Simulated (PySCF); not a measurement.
BeF (SMILES [Be][F]), doublet, at a GFN2-xTB geometry (such geometries of metal compounds can be far from the true shape) (the spin is typed, not shown lowest), with bond 2-1 at 2.2 times its length; PySCF with PBE0/6-31G**.

The PySCF input:
```python
from pyscf import gto, scf, dft

mol = gto.M(
    atom='''
Be   -0.000000   -0.000000   -0.967264
F     0.000000    0.000000    2.106487
''',
    basis='6-31g**',
    charge=0,
    spin=1,
    verbose=4,
)

mf = dft.UKS(mol)
mf.xc = 'pbe0'
mf.kernel()
mo_i, mo_e, stable_i, stable_e = mf.stability(internal=True, external=False, return_status=True, nroots=6, tol=1e-6)
print('internally stable:', stable_i, ' externally stable:', stable_e)
if not stable_i:
    umf = mf.copy()
    umf.scf_summary = {}
    umf.kernel(umf.make_rdm1(mo_i, mf.mo_occ))
```

The log (banner, timings and long lists left out):

```
PySCF version 2.14.0

[INPUT] verbose = 4
[INPUT] num. atoms = 2
[INPUT] num. electrons = 13
[INPUT] charge = 0
[INPUT] spin (= nelec alpha-beta = 2S) = 1
[INPUT] symmetry False subgroup None
[INPUT] Mole.unit = angstrom
[INPUT] Symbol           X                Y                Z      unit          X                Y                Z       unit  Magmom
[INPUT]  1 Be     0.000000000000   0.000000000000  -0.967264000000 AA    0.000000000000   0.000000000000  -1.827864050151 Bohr   0.0
[INPUT]  2 F      0.000000000000   0.000000000000   2.106487000000 AA    0.000000000000   0.000000000000   3.980683514957 Bohr   0.0

nuclear repulsion = 6.19776279637485
number of shells = 12
number of NR pGTOs = 54
number of NR cGTOs = 28
basis = 6-31g**
ecp = {}

******** <class 'pyscf.dft.uks.UKS'> ********
method = UKS
initial guess = minao
damping factor = 0
level_shift factor = 0
DIIS = <class 'pyscf.scf.diis.CDIIS'>
diis_start_cycle = 1
diis_space = 8
diis_damp = 0
SCF conv_tol = 1e-09
SCF conv_tol_grad = None
SCF max_cycles = 50
direct_scf = True
direct_scf_tol = 1e-13
number electrons alpha = 7  beta = 6
XC library pyscf.dft.libxc version 7.1.2
    S. Lehtola, C. Steigemann, M. J. T. Oliveira, and M. A. L. Marques,  SoftwareX 7, 1–5 (2018)
XC functionals = pbe0
    C. Adamo and V. Barone,  J. Chem. Phys. 110, 6158 (1999)
    M. Ernzerhof and G. E. Scuseria,  J. Chem. Phys. 110, 5029 (1999)
radial grids:
    Treutler-Ahlrichs [JCP 102, 346 (1995); DOI:10.1063/1.469408] (M4) radial grids

becke partition: Becke, JCP 88, 2547 (1988); DOI:10.1063/1.454033
pruning grids: <function nwchem_prune>
grids dens level: 3
symmetrized grids: False
atomic radii adjust function: <function treutler_atomic_radii_adjust>
small_rho_cutoff = 0
Set gradient conv threshold to 3.16228e-05
tot grids = 27984
init E= -114.146271474096

cycle= 1 E= -114.02693699001  delta_E= 0.119  |g|= 0.639  |ddm|= 0.756
cycle= 2 E= -101.702474789113  delta_E= 12.3  |g|= 2.14  |ddm|= 2.33
cycle= 3 E= -114.080608491286  delta_E= -12.4  |g|= 0.492  |ddm|= 2.31

cycle= 4 E= -106.779599233307  delta_E=  7.3  |g|= 3.14  |ddm|= 2.02
cycle= 5 E= -107.303279535811  delta_E= -0.524  |g|= 3.05  |ddm|= 0.118
cycle= 6 E= -107.97366609383  delta_E= -0.67  |g|= 2.84  |ddm|= 0.164
cycle= 7 E= -108.475720764816  delta_E= -0.502  |g|= 2.65  |ddm|= 0.123
cycle= 8 E= -108.006965663986  delta_E= 0.469  |g|= 2.84  |ddm|= 0.129
cycle= 9 E= -107.126440215386  delta_E= 0.881  |g|=  3.1  |ddm|= 0.187
cycle= 10 E= -114.159739487357  delta_E= -7.03  |g|= 0.282  |ddm|= 1.93
cycle= 11 E= -112.228767502785  delta_E= 1.93  |g|= 1.94  |ddm|= 1.42

cycle= 12 E= -113.786203707649  delta_E= -1.56  |g|= 0.934  |ddm|= 0.672
cycle= 13 E= -114.092936861444  delta_E= -0.307  |g|= 0.548  |ddm|= 0.335
cycle= 14 E= -114.175766082815  delta_E= -0.0828  |g|= 0.401  |ddm|= 0.159
cycle= 15 E= -114.21685691363  delta_E= -0.0411  |g|= 0.288  |ddm|= 0.11
cycle= 16 E= -114.093493677909  delta_E= 0.123  |g|= 0.479  |ddm|= 0.959
cycle= 17 E= -114.25624770744  delta_E= -0.163  |g|= 0.0246  |ddm|= 0.975

cycle= 18 E= -114.059777441831  delta_E= 0.196  |g|= 0.551  |ddm|= 0.971
cycle= 19 E= -114.059026248066  delta_E= 0.000751  |g|= 0.552  |ddm|= 0.00292

cycle= 20 E= -114.058559978701  delta_E= 0.000466  |g|= 0.553  |ddm|= 0.00221

cycle= 21 E= -114.056811316333  delta_E= 0.00175  |g|= 0.557  |ddm|= 0.00399

cycle= 22 E= -114.059136210193  delta_E= -0.00232  |g|= 0.552  |ddm|= 0.0113

cycle= 23 E= -114.062261396472  delta_E= -0.00313  |g|= 0.549  |ddm|= 0.0777
cycle= 24 E= -114.256768698692  delta_E= -0.195  |g|= 0.0109  |ddm|= 0.96
cycle= 25 E= -114.256444084097  delta_E= 0.000325  |g|= 0.109  |ddm|= 0.389
cycle= 26 E= -114.243923916416  delta_E= 0.0125  |g|= 0.193  |ddm|= 0.152
cycle= 27 E= -114.240733363239  delta_E= 0.00319  |g|= 0.208  |ddm|= 0.0231
cycle= 28 E= -114.086222133796  delta_E= 0.155  |g|= 0.524  |ddm|= 0.587
cycle= 29 E= -114.084753782438  delta_E= 0.00147  |g|= 0.525  |ddm|= 0.00756
cycle= 30 E= -114.068348877238  delta_E= 0.0164  |g|= 0.541  |ddm|= 0.101
cycle= 31 E= -114.186215774765  delta_E= -0.118  |g|= 0.372  |ddm|= 0.464
cycle= 32 E= -114.179471849024  delta_E= 0.00674  |g|= 0.386  |ddm|= 0.0253
cycle= 33 E= -114.238548636797  delta_E= -0.0591  |g|= 0.216  |ddm|= 0.255
cycle= 34 E= -114.258201247872  delta_E= -0.0197  |g|= 0.0955  |ddm|= 0.162
cycle= 35 E= -114.259765046993  delta_E= -0.00156  |g|= 0.0802  |ddm|= 0.0394
cycle= 36 E= -114.262001921281  delta_E= -0.00224  |g|= 0.0525  |ddm|= 0.0551
cycle= 37 E= -114.264062500801  delta_E= -0.00206  |g|= 0.0265  |ddm|= 0.0849
cycle= 38 E= -114.264964249296  delta_E= -0.000902  |g|= 0.0284  |ddm|= 0.067
cycle= 39 E= -114.265582415709  delta_E= -0.000618  |g|= 0.0207  |ddm|= 0.028
cycle= 40 E= -114.268021901513  delta_E= -0.00244  |g|= 0.0114  |ddm|= 0.164
cycle= 41 E= -114.26883727985  delta_E= -0.000815  |g|= 0.00842  |ddm|= 0.0621
cycle= 42 E= -114.270068889381  delta_E= -0.00123  |g|= 0.0128  |ddm|= 0.115
cycle= 43 E= -114.270158103417  delta_E= -8.92e-05  |g|= 0.0237  |ddm|= 0.0727
cycle= 44 E= -114.271594197789  delta_E= -0.00144  |g|= 0.0193  |ddm|= 0.133
cycle= 45 E= -114.271738371534  delta_E= -0.000144  |g|= 0.0263  |ddm|= 0.0525
cycle= 46 E= -114.271635489132  delta_E= 0.000103  |g|= 0.026  |ddm|= 0.0153
cycle= 47 E= -114.272662461615  delta_E= -0.00103  |g|= 0.0241  |ddm|= 0.143
cycle= 48 E= -114.272764467059  delta_E= -0.000102  |g|= 0.0267  |ddm|= 0.0645
cycle= 49 E= -114.273392747012  delta_E= -0.000628  |g|= 0.00375  |ddm|= 0.0498
cycle= 50 E= -114.272151163299  delta_E= 0.00124  |g|= 0.0447  |ddm|= 0.21
SCF not converged.
SCF energy = -114.272151163299 after 50 cycles  <S^2> = 0.83557835  2S+1 = 2.0838218
uhf_internal: lowest eigs of H = [0.02982033 0.0313054  0.10310516 0.10321825 0.12347573 0.21286773]
<class 'pyscf.dft.uks.UKS'> wavefunction is stable in the internal stability analysis
internally stable: True  externally stable: None
```

The run did not converge; its last values are not results.
